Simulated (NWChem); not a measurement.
Species: BH$_{2}$I; SMILES IB

Computed with NWChem. Medium grid unless said otherwise, to which SCAN and Minnesota functionals are sensitive. Coordinates come from a PBE0/def2-SVP optimisation. def2 effective core potentials on I; no spin-orbit coupling.

Problem. Among these, which level gives the highest value of “highest occupied level (eV)”?
A) B3LYP/def2-SVP
B) LC-BLYP (range parameter 0.33 per bohr)/def2-SVP
C) OLYP/def2-SVP
D) M06-2X/def2-SVP

Solution. C, OLYP/def2-SVP. Values: LC-BLYP (range parameter 0.33 per bohr)/def2-SVP -9.64; M06-2X/def2-SVP -8.63; B3LYP/def2-SVP -7.22; OLYP/def2-SVP -6.18
